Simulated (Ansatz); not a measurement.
Consider the formal exchange of groups at the Si–O bond: `N[SiH2]O[Si](N)(Cl)Cl` + `B[SiH2]F` → `B[SiH](F)[SiH2]N` + `N[Si](O)(Cl)Cl`.

Program: Ansatz. Geometries: PBE0-D4/def2-TZVP. ΔE: electronic, gas phase. CCSD(T)/CBS adds triple-zeta CCSD(T) − MP2 to the extrapolated MP2 energy (def2 sets, frozen cores). This one scheme is used for every species. DFT in def2-TZVPP. B3LYP here is the variant with VWN-RPA as its local correlation; programs differ in this. One conformer a species, not always the lowest.

```
             level  ΔE (kJ/mol)  difference from CCSD(T)/CBS
            PBE-D4        109.9                        -32.2
           PBE0-D4        122.1                        -20.0
          B3LYP-D4        140.2                         -1.9
           ωB97X-V        139.5                         -2.6
           ωB97M-V        144.0                          1.9
            B2PLYP        142.8                          0.7
               PBE        106.4                        -35.7
              PBE0        118.7                        -23.4
             B3LYP        135.0                         -7.1
     HF/def2-TZVPP        167.2                         25.1
SCS-MP2/def2-TZVPP        154.2                         12.1
   CCSD/def2-TZVPP        146.2                          4.1
CCSD(T)/def2-TZVPP        142.8                          0.7
     HF/def2-QZVPP        169.4                         27.3
SCS-MP2/def2-QZVPP        154.3                         12.2
     MP2/CBS(def2)        149.8                          7.7
       CCSD(T)/CBS        142.1                            0
```

Largest T1 diagnostic among the species: 0.013.

In def2-TZVPP, CCSD(T) changes the Hartree–Fock value by −24.4 kJ/mol (the triples alone add −3.4 kJ/mol) and MP2 by −16.7 kJ/mol. From PBE to PBE0 (25 % exact exchange), in def2-TZVPP and without D4, ΔE moves by +12.3 kJ/mol.
